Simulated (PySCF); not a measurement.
The same groups moved round the core (benzothiophene chloro+silyl). Isolated molecules, 0 K electronic values unless said otherwise. Strings in code marks are SMILES.

These are ωB97X-D3(BJ)/def2-TZVP // PBE0-D3(BJ)/def2-SVP in PySCF values and carry that method's errors. All candidates: neutral, multiplicity 1. Delta-SCF ions had no search for a lower state. 

The HOMO–LUMO gap is 9.19 eV and the dipole moment is 0.34 D. The vertical ionisation energy (Delta-SCF) is 8.34 eV.

Q: Name which member has these values.
A. `[SiH3]c1cc(Cl)c2ccsc2c1`
B. `[SiH3]c1ccc(Cl)c2ccsc12`
C. `[SiH3]c1cc2sccc2cc1Cl`
D. `[SiH3]c1cc2ccsc2cc1Cl`

A: B, `[SiH3]c1ccc(Cl)c2ccsc12`. The others give `[SiH3]c1cc(Cl)c2ccsc2c1`: 9.14 eV, 1.17 D, 8.34 eV; `[SiH3]c1cc2sccc2cc1Cl`: 9.24 eV, 2.26 D, 8.43 eV; `[SiH3]c1cc2ccsc2cc1Cl`: 9.37 eV, 2.36 D, 8.36 eV
